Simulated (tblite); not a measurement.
`[CH2]CC1=C(C)[C@H]1OC=O` [radical] (doublet state). Computed geometry: GFN2-xTB, gas phase. This method treats the open shell by occupation alone, without spin polarisation.

```
atom  x, y, z in Å
C1     2.1861   -0.8918   -1.1071
C2     2.0479   -0.3655    0.2665
C3     0.6639    0.1629    0.2493
C4    -0.2182    1.0943   -0.0388
C5    -0.6069    2.4395   -0.4698
C6    -0.7661   -0.2455    0.3193
O7    -1.2811   -1.0393   -0.7668
C8    -2.2879   -1.8467   -0.5204
O9    -2.8538   -2.0177    0.5212
H10    1.8066   -1.8668   -1.3444
H11    2.3812   -0.2130   -1.9150
H12    2.1486   -1.1478    1.0202
H13    2.7495    0.4458    0.4701
H14    0.2728    3.0661   -0.6025
H15   -1.2683    2.8953    0.2675
H16   -1.1482    2.3810   -1.4146
H17   -1.2829   -0.4724    1.2454
H18   -2.5519   -2.3721   -1.4565
```

Task: What is the longest distance between nuclei?

Result: H13···H18, 6.31 Å; the next longest distance is 6.19 Å.

Task: Work out the bond lengths C1–C2, C2–H12, C3–C6, C6–O7 in pm.

Result: For C1–C2 the difference vector is (-0.1382, 0.5263, 1.3736) Å, of length 1.4775 Å. C1–C2 147.7; C2–H12 109.1; C3–C6 148.9; C6–O7 144.0 pm.

Task: How far apart are these pairs, which share no bond: C1···H13, C3···H14, C4···H14, O7···H14, C8···H15, H11···H15, H15···H17?

Result: C1···H13 2.143 Å (2 bonds apart); C3···H14 3.051 Å (3 bonds apart); C4···H14 2.109 Å (2 bonds apart); O7···H14 4.393 Å (4 bonds apart); C8···H15 4.914 Å (5 bonds apart); H11···H15 5.267 Å (6 bonds apart); H15···H17 3.507 Å (4 bonds apart).

Task: What is the repulsion energy of the bare nuclei, Σ ZA·ZB/RAB?

Result: 421.51 Eh over 153 pairs, with full nuclear charges and distances in bohr; the largest single term is 21.21 Eh (C8 with O9).

Task: Give the dihedral angles C6–C3–C4–C5, C2–C3–C4–C6, H11–C1–C2–H12, H13–C2–C3–C6, C6–O7–C8–O9, C2–C3–C6–O7.

Result: C6–C3–C4–C5 -176° (antiperiplanar); C2–C3–C4–C6 166° (antiperiplanar); H11–C1–C2–H12 -163° (antiperiplanar); H13–C2–C3–C6 -163° (antiperiplanar); C6–O7–C8–O9 0° (synperiplanar); C2–C3–C6–O7 -66° (synclinal). Dihedral signs follow IUPAC: positive where, seen along the central bond, the front bond turns clockwise onto the rear one.

Task: What are the angles H10–C1–H11, C3–C4–C6, C4–C6–H17, C6–O7–C8, O7–C8–H18, O7–C8–O9?

Result: From the scalar product of the two bond vectors; for H10–C1–H11 it is -0.5442 Å² over 1.0728 × 1.0731 Å², cos θ = -0.4727. H10–C1–H11 118.2°; C3–C4–C6 63.7°; C4–C6–H17 124.6°; C6–O7–C8 118.1°; O7–C8–H18 108.4°; O7–C8–O9 127.8°.

Task: How far are the heavy atoms from their best plane (unweighted least squares)?

Result: 0.520 Å rms; C1 0.72, C2 0.62, C3 0.48, C4 0.10, C5 0.40, C6 0.46, O7 0.64, C8 0.45, O9 0.55 Å (magnitudes).

Task: Where is the centre of mass (commonest isotopes), and what is the radius of gyration?

Result: Mass 125.060 u; centre at (-0.406, -0.336, -0.186) Å; Rg = √(Σ m r²/M) = 2.269 Å. As Ia + Ib + Ic = 2 Σ m r², the three principal moments sum to 1287.7 u·Å².

Task: Write the matrix of distances between heavy atoms (Å, lower triangle).

Result: 
```
C1    0.000
C2    1.477  0.000
C3    2.295  1.482  0.000
C4    3.296  2.713  1.315  0.000
C5    4.394  3.932  2.705  1.465  0.000
C6    3.342  2.817  1.489  1.491  2.803  0.000
O7    3.487  3.550  2.502  2.492  3.556  1.440  0.000
C8    4.612  4.649  3.653  3.628  4.604  2.363  1.314  0.000
O9    5.415  5.179  4.148  4.116  5.089  2.746  2.256  1.198  0.000
```

Its GFN2-xTB frequencies are all real (lowest 18 cm⁻¹).

One conformer stands for the species.
